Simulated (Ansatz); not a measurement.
Reactions of `[SiH3][S][SnH3]`.

Isolated molecules relaxed with PBE0-D4/def2-TZVP in Ansatz; ΔE leaves out vibrations. CBS: MP2 limit from def2 TZ/QZ plus the TZ coupled-cluster correction, frozen cores. This one scheme is used for every species, atoms too. Double bonds are as drawn, so ΔE can hold a change between cis and trans. No spin–orbit coupling; open shells (•) take unrestricted orbitals. Spin–orbit coupling would lower the free atoms: a little for S, Si; strongly for Sn. Elements past krypton have def2 core potentials. For Ge, Sn, Te outer-core shells are correlated without core-valence functions, so the limit isn't a true one: a few kJ/mol of doubt a bond, and 10 to 20 or more in all where bonds break to atoms. Scalar relativity is left out up to krypton. One conformer a species, not always the lowest.

**Question.** Order these by ΔE at CCSD(T)/CBS, lowest first. (Estimate.)
A. `[SiH3][S][SnH3]` + `C[O][GeH]([OH])[Cl]` → `C[O][GeH]([Cl])[O][SiH3]` + `[SH][SnH3]`
B. `[SiH3][S][SnH3]` + `N[SiH3]` → `[SiH3][NH][SnH3]` + `[SiH3]S`
C. `[SiH3][S][SnH3]` + `N=[CH][SnH3]` → `[SiH3]/N=[CH]\[SnH3]` + `[SH][SnH3]`
D. `[SiH3][S][SnH3]` → `S[SiH2][SnH3]`
E. `[SiH3][S][SnH3]` → 6 H• + S• + Si• + Sn•
F. `[SiH3][S][SnH3]` + `O=C[TeH]` → `O=C[Te][SiH3]` + `[SH][SnH3]`
G. `[SiH3][S][SnH3]` → `[SH][SnH3]` + `[SiH2]`
H. `[SiH3][S][SnH3]` + `N=C(O)CO` → `OC/C(O)=N\[SiH3]` + `[SH][SnH3]`

**Answer.** A (-8.8 kcal/mol), F (+1.0 kcal/mol), H (+4.2 kcal/mol), C (+7.6 kcal/mol), D (+10.1 kcal/mol), B (+15.3 kcal/mol), G (+72.0 kcal/mol), E (+574.8 kcal/mol).

Largest T1 diagnostic: 0.016, for `O=C[TeH]`.
